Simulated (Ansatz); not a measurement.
Basis sets compared for Sb2As⁺ (the lowest singlet isomer of a short search). Charge 1, multiplicity 1. Geometry PBE-D4/def2-TZVP. Ansatz on 4 threads of Intel Xeon on a shared host; times are rough, and most runs start from earlier orbitals.

```xyz
3

As    0.017   -1.270    0.666
Sb    1.366    0.654   -0.332
Sb   -1.383    0.616   -0.334
```

In the def2 sets Sb takes a core potential; there is no spin–orbit coupling. The structure comes from a short search, and lower isomers may exist.

```
           level  functions  energy (Eh)  HOMO (eV)  LUMO (eV)  wall time
 PBE-D4/def2-SVP         84   -2715.5676     -11.13      -9.27      2.5 s
PBE0-D4/def2-SVP         84   -2715.6385     -12.04      -8.60      4.8 s
```

Problem. Estimate the rows for PBE-D4/def2-TZVP, PBE0-D4/def2-TZVP.

Solution. 
| level | functions | energy (Eh) | HOMO (eV) | LUMO (eV) | wall time |
| --- | --- | --- | --- | --- | --- |
| PBE-D4/def2-TZVP | 148 | -2715.8602 | -11.07 | -9.21 | 3.8 s |
| PBE0-D4/def2-TZVP | 148 | -2715.9307 | -11.96 | -8.53 | 6.5 s |
